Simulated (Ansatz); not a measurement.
`C[SiH2][Te]`, charge 0, multiplicity 2.

Question: Give a relaxed structure at PBE0-D4/def2-TZVP (the Gaussian-basis code of Ansatz). (Best estimate.)

Answer: The calculation gave: 
Z-matrix (Å, degrees):
```
C
Si 1 1.867
H 1 1.092 2 110.6
H 1 1.094 2 110.3 3 120.0
H 1 1.092 2 110.6 3 -119.8
Te 2 2.491 1 113.6 3 60.6
H 2 1.489 1 110.9 3 178.9
H 2 1.488 1 110.6 3 -60.3
```
Point group Cs.
